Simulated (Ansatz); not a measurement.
Abridged output of a molecular run in Ansatz:

```
Functional definition: HF
1707 factors; integrals over basis functions are off by at most 1.0e-3 eV
mean field evaluation 1: about -44873.4669 eV, gradient 4.9e1 eV
mean field evaluation 2: about -44873.8475 eV, gradient 5.0e1 eV
mean field evaluation 4: about -44878.6177 eV, gradient 3.6e0 eV
mean field evaluation 8: about -44878.6962 eV, gradient 2.9e-1 eV
mean field -44878.69651348 eV, -1649.2616769974 hartree, gradient 7.0e-6 eV, S^2 0.000000; 0 other end points of the search recorded, 0 dependent functions left out
22 core orbitals not correlated: weight in the atoms' cores, before any rotation towards them, 1.000 or more for the frozen orbitals, at most 0.000 for the correlated occupied ones
reference -44878.69651348 eV, -1649.2616769974 hartree; 19, 19 occupied and 245, 245 virtual orbitals, 1707 factors
second order -29.63752152 eV of doubles, -0.00000000 eV of singles
cycle   1  -30.35926309 eV  change   -7.2e-1 eV  update   1.1e-1
cycle   2  -31.01992403 eV  change   -6.6e-1 eV  update   3.2e-2
cycle   3  -31.16132181 eV  change   -1.4e-1 eV  update   1.6e-2
cycle   4  -31.14461398 eV  change    1.7e-2 eV  update   3.6e-3
cycle   5  -31.14266958 eV  change    1.9e-3 eV  update   1.7e-3
cycle   6  -31.14338994 eV  change   -7.2e-4 eV  update   4.9e-4
cycle   7  -31.14312951 eV  change    2.6e-4 eV  update   1.9e-4
cycle   8  -31.14308279 eV  change    4.7e-5 eV  update   5.8e-5
cycle   9  -31.14311158 eV  change   -2.9e-5 eV  update   2.5e-5
perturbative correction -1.22155275 eV, -0.0448912355 hartree
Total energy: -44911.06117781 eV, -1650.4510564740 hartree
```

Its atoms:

Cartesian coordinates in Å:
```
O 1.079 0.625 -1.471
Si 0.487 0.539 0.049
O -0.139 1.986 0.443
Cl 2.043 0.020 1.303
Si -1.195 -1.060 0.301
Cl -0.404 -2.822 -0.432
H 1.700 -0.051 -1.750
H 0.399 2.773 0.329
H -2.405 -0.737 -0.493
H -1.565 -1.272 1.721
```

(1) Which basis set was used?
A. cc-pV(D+d)Z
B. def2-SVP
C. def2-SVPD
D. def2-TZVPP

(2) Write the keys of the input that set method, charge and spin (a neutral closed shell needs none for the last two).

Answers

(1) D. It gives 286 functions.

(2) 
```yaml
correlation: {method: ccsd_t}
```
